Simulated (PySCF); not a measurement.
`S([SiH3])c1ccco1`. Structure optimised with GFN2-xTB, isolated species.

```
atom  x, y, z in Å
Si1    2.5652    0.1614    0.0857
S2     1.2953   -1.0289   -1.2036
C3    -0.2079   -0.4789   -0.5312
C4    -1.5044   -0.7941   -0.8152
C5    -2.2887   -0.0142    0.0715
C6    -1.4193    0.7101    0.8216
O7    -0.1442    0.4335    0.4610
H8     2.2641    1.5617   -0.1705
H9     2.3108   -0.2512    1.4580
H10    3.8835   -0.2308   -0.3863
H11   -1.8431   -1.4895   -1.5535
H12   -3.3574    0.0000    0.1342
H13   -1.5585    1.4213    1.6103
```

Problem. What is the longest distance between nuclei?

Solution. H10···H12, 7.26 Å; the next longest distance is 6.19 Å.

Problem. What are the angles H9–Si1–H10, S2–Si1–H10, C4–C3–O7, S2–C3–O7, C3–C4–C5, O7–C6–H13, C5–C6–O7, C3–O7–C6?

Solution. From the scalar product of the two bond vectors; for H9–Si1–H10 it is -0.8213 Å² over 1.4554 × 1.4541 Å², cos θ = -0.3881. H9–Si1–H10 112.8°; S2–Si1–H10 101.0°; C4–C3–O7 110.7°; S2–C3–O7 117.3°; C3–C4–C5 105.6°; O7–C6–H13 117.0°; C5–C6–O7 110.3°; C3–O7–C6 106.8°.

Problem. How far are the heavy atoms from their best plane (unweighted least squares)?

Solution. 0.007 Å rms; none is more than 0.010 Å off.

Problem. How far apart are these pairs, which share no bond: Si1···C4, S2···H9, S2···H11, C5···H13, C6···H11, O7···H8, H8···H13?

Solution. Si1···C4 4.276 Å (3 bonds apart); S2···H9 2.953 Å (2 bonds apart); S2···H11 3.191 Å (3 bonds apart); C5···H13 2.228 Å (2 bonds apart); C6···H11 3.265 Å (3 bonds apart); O7···H8 2.733 Å (4 bonds apart); H8···H13 4.219 Å (6 bonds apart).

Problem. Write the matrix of distances between heavy atoms (Å, lower triangle).

Solution. 
```
Si1   0.000
S2    2.166  0.000
C3    2.912  1.736  0.000
C4    4.276  2.836  1.364  0.000
C5    4.857  3.937  2.216  1.418  0.000
C6    4.089  3.807  2.171  2.225  1.358  0.000
O7    2.749  2.642  1.349  2.233  2.225  1.354  0.000
```

The point group is Cs within 0.08 Å; differences among equivalent distances and angles are scatter left by the optimiser. No frequency check. One conformer, not necessarily the lowest.

The numbers are calculated, not measured.
